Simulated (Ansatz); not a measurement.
AlI (`[Al][I]`). The species carries charge 0 and has multiplicity 1. Correlated methods include outer-core shells of I, which these sets cover unevenly. I takes the def2 core potential.

| atom | x (Å) | y (Å) | z (Å) |
| --- | --- | --- | --- |
| Al1 | 1.205 | -0.106 | -0.407 |
| I2 | -1.205 | 0.106 | 0.407 |

(1) Give the diagnostics of a CCSD(T)/def2-TZVPP run (frozen core, the Gaussian-basis code of Ansatz). (Estimate.)

## Answers

(1) Ansatz gave: T1 = 0.0099, largest single amplitude 0.019, largest double 0.081, (T) share of the correlation energy 2.4 %, 10 CCSD cycles. The RHF solution is stable towards an unrestricted one. T1 lies under the customary mark of 0.02 for closed shells.
